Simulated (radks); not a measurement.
Values are calculated unless marked as measured or tabulated.
These are the eigenvalues of the occupied orbitals of an atom or ion with whole-number occupations (Ry). Code: a radial shooting solver on a logarithmic mesh with Libxc functionals. Model: Dirac Kohn-Sham, PBE, spin-unpolarised, spherical densities, finite nucleus; Fermi nuclear charge, rms radius of each element as measured or else 0.836 A^(1/3) + 0.57 fm.

| orbital | eigenvalue |
|---|---|
| 1s1/2 | -880.1974 |
| 2s1/2 | -128.5496 |
| 2p1/2 | -116.9211 |
| 2p3/2 | -114.2318 |
| 3s1/2 | -31.19932 |
| 3p1/2 | -27.24046 |
| 3p3/2 | -26.80507 |
| 3d3/2 | -20.11241 |
| 3d5/2 | -20.03701 |

Which element is it, and in what charge state? The configuration may be excited. Open shells, if any, are shared by 2j + 1.

Answer. Z = 33, arsenic, charge +10: As10+ in [Ar] 3d5. The list shows which subshells hold electrons but not how many an open one holds; the 1s level, -440.1 hartree, gives Z - s = 29.7 by -(Z - s)^2/2, which with screening and relativity narrows Z to a few neighbours, and the depths of the outer levels then fix element, charge and occupations together.
